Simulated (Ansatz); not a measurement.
Computed with B3LYP-D3(BJ)/def2-SVP in Ansatz (an electronic-structure program). No frequencies were computed at this level.

Ansatz 0.2 input:
```yaml
crystal:
  periodic: [false, false, false]
  atoms:
    - { symbol: C, position_ang: [1.318725, 0.758406, 2.456668] }
    - { symbol: C, position_ang: [0.141393, -0.043153, 1.91086] }
    - { symbol: Si, position_ang: [0.000002, 0.000011, 0.000018] }
    - { symbol: C, position_ang: [-1.594846, -0.922995, -0.526962] }
    - { symbol: C, position_ang: [-1.587176, -2.407978, -0.178708] }
    - { symbol: C, position_ang: [-0.09217, 1.808976, -0.626345] }
    - { symbol: C, position_ang: [-1.22461, 2.617207, -0.001165] }
    - { symbol: C, position_ang: [1.545618, -0.842816, -0.75754] }
    - { symbol: C, position_ang: [1.493068, -0.967649, -2.276807] }
    - { symbol: H, position_ang: [1.354282, 0.705017, 3.543795] }
    - { symbol: H, position_ang: [1.23723, 1.804048, 2.171149] }
    - { symbol: H, position_ang: [2.257634, 0.372642, 2.067682] }
    - { symbol: H, position_ang: [0.237386, -1.076088, 2.248292] }
    - { symbol: H, position_ang: [-0.779986, 0.337883, 2.35337] }
    - { symbol: H, position_ang: [-2.460822, -0.458885, -0.052916] }
    - { symbol: H, position_ang: [-1.740874, -0.813818, -1.602465] }
    - { symbol: H, position_ang: [-1.487851, -2.548943, 0.894575] }
    - { symbol: H, position_ang: [-2.510941, -2.88703, -0.49984] }
    - { symbol: H, position_ang: [-0.756628, -2.912702, -0.665503] }
    - { symbol: H, position_ang: [-0.216778, 1.815988, -1.710067] }
    - { symbol: H, position_ang: [0.853892, 2.313273, -0.424858] }
    - { symbol: H, position_ang: [-2.18694, 2.162999, -0.223181] }
    - { symbol: H, position_ang: [-1.23326, 3.635881, -0.386121] }
    - { symbol: H, position_ang: [-1.112644, 2.664006, 1.07902] }
    - { symbol: H, position_ang: [1.666967, -1.837316, -0.32604] }
    - { symbol: H, position_ang: [2.440193, -0.280987, -0.4853] }
    - { symbol: H, position_ang: [2.389924, -1.453872, -2.65785] }
    - { symbol: H, position_ang: [0.632067, -1.555376, -2.584674] }
    - { symbol: H, position_ang: [1.417146, 0.013273, -2.739086] }
basis:
  gaussian: { orbitals: def2-svp }
hamiltonian:
  xc: b3lyp
  dispersion: d3bj
relax:
  max_steps: 150
```

Output:

```
Functional definition: B3LYP
2597 factors; integrals over basis functions are off by at most 3.9e-4 eV
mean field evaluation 1: about -16469.6898 eV, gradient 9.7e1 eV
mean field evaluation 2: about -16458.5483 eV, gradient 1.1e2 eV
mean field evaluation 4: about -16493.3427 eV, gradient 1.8e0 eV
mean field evaluation 8: about -16493.3711 eV, gradient 1.0e-1 eV
mean field -16493.37109518 eV, -606.1202081394 hartree, gradient 6.1e-5 eV, S^2 0.000000; 0 other end points of the search recorded, 0 dependent functions left out
reference -16493.37142110 eV, -606.1202201168 hartree; 41, 41 occupied and 189, 189 virtual orbitals, 2597 factors
relax step   1: F+E_penalty+E_count = -16494.70021713 eV  Δ(F+E_penalty+E_count) = +0.000e0 eV  max|allowed force component| = 6.098e-1 eV/Å  Δτ_max = 0.0000 Å  (24 SCF iters, accepted)
these checks for a lower state are left out or cut short: starts, cluster_reference, orbital_swaps, neighbouring_geometries, increment
2597 factors; integrals over basis functions are off by at most 3.9e-4 eV
mean field evaluation 16: about -16493.4453 eV, gradient 3.2e0 eV
mean field -16493.49026622 eV, -606.1245875942 hartree, gradient 8.1e-5 eV, S^2 0.000000; 0 other end points of the search recorded, 0 dependent functions left out
reference -16493.49059318 eV, -606.1245996098 hartree; 41, 41 occupied and 189, 189 virtual orbitals, 2597 factors
relax step   2: F+E_penalty+E_count = -16494.81967283 eV  Δ(F+E_penalty+E_count) = -1.195e-1 eV  max|allowed force component| = 2.427e-1 eV/Å  Δτ_max = 0.0453 Å  (24 SCF iters, accepted)
these checks for a lower state are left out or cut short: starts, cluster_reference, orbital_swaps, neighbouring_geometries, increment
2597 factors; integrals over basis functions are off by at most 3.9e-4 eV
mean field -16493.49764895 eV, -606.1248589046 hartree, gradient 8.1e-5 eV, S^2 0.000000; 0 other end points of the search recorded, 0 dependent functions left out
reference -16493.49797574 eV, -606.1248709139 hartree; 41, 41 occupied and 189, 189 virtual orbitals, 2597 factors
relax step   3: F+E_penalty+E_count = -16494.82867190 eV  Δ(F+E_penalty+E_count) = -8.999e-3 eV  max|allowed force component| = 4.244e-2 eV/Å  Δτ_max = 0.0139 Å  (25 SCF iters, accepted)
these checks for a lower state are left out or cut short: starts, cluster_reference, orbital_swaps, neighbouring_geometries, increment
2597 factors; integrals over basis functions are off by at most 3.9e-4 eV
mean field -16493.49839686 eV, -606.1248863899 hartree, gradient 1.4e-5 eV, S^2 0.000000; 0 other end points of the search recorded, 0 dependent functions left out
reference -16493.49872374 eV, -606.1248984025 hartree; 41, 41 occupied and 189, 189 virtual orbitals, 2597 factors
relax step   4: F+E_penalty+E_count = -16494.82905681 eV  Δ(F+E_penalty+E_count) = -3.849e-4 eV  max|allowed force component| = 1.269e-2 eV/Å  Δτ_max = 0.0046 Å  (21 SCF iters, accepted)
these checks for a lower state are left out or cut short: starts, cluster_reference, orbital_swaps, neighbouring_geometries, increment
2597 factors; integrals over basis functions are off by at most 3.9e-4 eV
mean field evaluation 32: about -16493.4801 eV, gradient 1.3e-1 eV
mean field -16493.49821416 eV, -606.1248796756 hartree, gradient 4.7e-5 eV, S^2 0.000000; 0 other end points of the search recorded, 0 dependent functions left out
reference -16493.49854096 eV, -606.1248916854 hartree; 41, 41 occupied and 189, 189 virtual orbitals, 2597 factors
relax step   5: F+E_penalty+E_count = -16494.82909043 eV  Δ(F+E_penalty+E_count) = -3.361e-5 eV  max|allowed force component| = 5.298e-3 eV/Å  Δτ_max = 0.0014 Å  (17 SCF iters, accepted)
2597 factors; integrals over basis functions are off by at most 3.9e-4 eV
mean field -16493.49821416 eV, -606.1248796756 hartree, gradient 4.7e-5 eV, S^2 0.000000; 1 other end points of the search recorded, 0 dependent functions left out
reference -16493.49854096 eV, -606.1248916854 hartree; 41, 41 occupied and 189, 189 virtual orbitals, 2597 factors
Total energy: -16494.82941723 eV, -606.1738004863 hartree
Atom 0 at     1.323179     0.770946     2.458498 Å, force    -0.003562    -0.002215    -0.001589 eV/Å
Atom 1 at     0.142691    -0.029503     1.891641 Å, force     0.004055     0.001999     0.003063 eV/Å
Atom 2 at    -0.000000     0.000002     0.000001 Å, force     0.000000    -0.000001    -0.000001 eV/Å
Atom 3 at    -1.571300    -0.924002    -0.526087 Å, force    -0.001382    -0.005154     0.001168 eV/Å
Atom 4 at    -1.581536    -2.419703    -0.182036 Å, force     0.000047     0.004328    -0.001179 eV/Å
Atom 5 at    -0.093473     1.794954    -0.607410 Å, force    -0.003896     0.003675     0.001064 eV/Å
Atom 6 at    -1.228557     2.622960     0.010316 Å, force     0.003434    -0.002321    -0.001710 eV/Å
Atom 7 at     1.522081    -0.841440    -0.758142 Å, force     0.001224    -0.000524    -0.005298 eV/Å
Atom 8 at     1.486915    -0.974209    -2.286779 Å, force     0.000079     0.000212     0.004482 eV/Å
Atom 9 at     1.368697     0.720444     3.558980 Å, force     0.000362     0.000026     0.000081 eV/Å
Atom 10 at     1.257844     1.836582     2.183701 Å, force     0.000151    -0.000298     0.000237 eV/Å
Atom 11 at     2.287174     0.397862     2.075396 Å, force    -0.000015     0.000680     0.000199 eV/Å
Atom 12 at     0.211128    -1.083750     2.214716 Å, force    -0.000584    -0.000400     0.000229 eV/Å
Atom 13 at    -0.807044     0.346677     2.313085 Å, force    -0.000051    -0.000543    -0.000452 eV/Å
Atom 14 at    -2.437608    -0.422746    -0.058379 Å, force    -0.000417     0.000512    -0.000344 eV/Å
Atom 15 at    -1.702756    -0.784911    -1.614432 Å, force     0.000062     0.000590     0.000386 eV/Å
Atom 16 at    -1.479829    -2.586830     0.902846 Å, force     0.000224    -0.000525    -0.000419 eV/Å
Atom 17 at    -2.514636    -2.912729    -0.501306 Å, force    -0.000052    -0.000272     0.000247 eV/Å
Atom 18 at    -0.748411    -2.952150    -0.669646 Å, force    -0.000364    -0.000004     0.000187 eV/Å
Atom 19 at    -0.191703     1.780746    -1.707705 Å, force     0.000575     0.000074    -0.000467 eV/Å
Atom 20 at     0.880181     2.276685    -0.404792 Å, force     0.000019    -0.000598    -0.000378 eV/Å
Atom 21 at    -2.215328     2.179159    -0.200799 Å, force     0.000046     0.000397     0.000585 eV/Å
Atom 22 at    -1.246696     3.655582    -0.375749 Å, force    -0.000358     0.000098     0.000009 eV/Å
Atom 23 at    -1.131730     2.686690     1.106639 Å, force    -0.000156     0.000139    -0.000352 eV/Å
Atom 24 at     1.629623    -1.838432    -0.293854 Å, force    -0.000030     0.000550     0.000444 eV/Å
Atom 25 at     2.418176    -0.274239    -0.448633 Å, force     0.000427    -0.000185     0.000582 eV/Å
Atom 26 at     2.392636    -1.463300    -2.681928 Å, force     0.000048     0.000149    -0.000336 eV/Å
Atom 27 at     0.622306    -1.571130    -2.620692 Å, force     0.000369     0.000163    -0.000071 eV/Å
Atom 28 at     1.407977     0.009792    -2.777448 Å, force    -0.000254    -0.000552    -0.000364 eV/Å
Dipole moment:     0.000000     0.000000     0.000000 e Å
```

Cost: very roughly 120 core-seconds.
